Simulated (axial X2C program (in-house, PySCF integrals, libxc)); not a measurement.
**What spin–orbit coupling does to TlO**

Computed with an axial X2C code built on PySCF integrals. Spin-free means the one-electron spin-free X2C Hamiltonian; two-component (2c) means X2C with spin–orbit coupling and atomic mean-field two-electron Coulomb and Gaunt terms, so the difference of the two also holds small scalar two-electron terms. Basis: Tl dyall-v3z [12s14p10d6f], O dyall-v3z [6s5p2d1f] (cores contracted in-house); Gaussian nuclei, density fitting, unrestricted open shells. Masses: Tl 204.974 u, O 15.995 u.

Spin-free state: M_S = 1/2, Λ = 0 (beyond evenly filled blocks: σα); fragments Tl + O.

```tsv
level	Re (Å)	ωe (cm⁻¹)	De (eV)	μ (D)
PBE0	2.020	492.7	3.047	-4.46
PW91	2.013	503.6	3.635	-4.24
r2SCAN	2.011	505.9	3.318	-4.27
```

Dipoles are positive if O is the positive end.

Two-component determinant lowest at the distance of the search:

Ω = 1/2 (⟨Sz⟩ = 0.47, ⟨Lz⟩ = 0.03 at PBE0); fragments Tl + O.

| level | Re (Å) | ωe (cm⁻¹) | De (eV) | μ (D) |
| --- | --- | --- | --- | --- |
| PBE0 | 2.011 | 498.5 | 2.493 | -4.31 |
| PW91 | 2.004 | 510.9 | 3.116 | -4.11 |
| r2SCAN | 2.003 | 510.4 | 2.930 | -4.17 |

Problem. From the two tables, how do the constants change at the PBE0 level (2c against spin-free)?

Solution. At the PBE0 level Re falls by 0.009 Å and ωe increases by 5.8 cm⁻¹; De is not compared, since the atomic limits differ or miss part of their spin–orbit lowering.

De is counted from the lowest determinant-based energies of the atoms at the same level, without counterpoise correction. Density functionals use the spin component along the axis (collinear). The 2c atoms are single determinants rather than J levels; their spin–orbit lowering is only partly caught, and De is too large by that part. This holds for PBE0, PW91, r2SCAN. The functionals have no current-density term, which raises determinants with orbital currents, atoms included. The state is one determinant with fixed occupations, lowest in a PBE0 search at one distance only: followed along the bond, the 2c determinant Ω = 3/2 reaches 0.03 eV lower at PBE0, at Re = 2.171 Å, so the state shown is not the lowest.
